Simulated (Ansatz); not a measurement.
```yaml
crystal:
  periodic: [false, false, false]
  atoms:
    - {symbol: C, position_ang: [-1.964145, -1.713235, -1.703485]}
    - {symbol: N, position_ang: [-1.039853, -1.240565, -0.733072]}
    - {symbol: Mo, position_ang: [0.566976, -0.749711, -0.292809]}
    - {symbol: N, position_ang: [1.137529, -1.963094, 1.123873]}
    - {symbol: O, position_ang: [1.678248, -0.782576, -1.571670]}
    - {symbol: N, position_ang: [0.402264, 1.063086, 0.365242]}
    - {symbol: C, position_ang: [-0.793098, 1.740261, 0.797386]}
    - {symbol: C, position_ang: [1.596541, 1.859773, 0.523878]}
    - {symbol: H, position_ang: [-2.794353, -1.005282, -1.805952]}
    - {symbol: H, position_ang: [-1.502428, -1.850665, -2.687518]}
    - {symbol: H, position_ang: [-2.389490, -2.670460, -1.381963]}
    - {symbol: H, position_ang: [0.530361, -2.582392, 1.635051]}
    - {symbol: H, position_ang: [2.106586, -2.131098, 1.347319]}
    - {symbol: H, position_ang: [-0.751338, 1.973123, 1.870786]}
    - {symbol: H, position_ang: [-1.668326, 1.118066, 0.616750]}
    - {symbol: H, position_ang: [-0.919343, 2.690207, 0.258868]}
    - {symbol: H, position_ang: [1.503618, 2.812458, -0.015061]}
    - {symbol: H, position_ang: [1.786851, 2.087289, 1.581913]}
    - {symbol: H, position_ang: [2.471499, 1.340417, 0.126864]}
basis:
  gaussian: {orbitals: def2-SVPD}
magnetization: {spin_polarized: true, initial_magnetization: 1}
hamiltonian: {xc: {name: B3LYP5}}
output: {forces: true}
```

```sh
$ ansatz run in.yaml --threads 4 --pin off --events-out ev --progress --plain --max-ram 66560MiB --backend cpu
```

Output, abridged:

```
Error: a molecule whose nuclei and cores have a total charge of 72 cannot have a net charge of 0 together with 1 unpaired electrons
```

In this input the number of unpaired electrons doesn't fit the electron count. The input was rejected before any iteration.
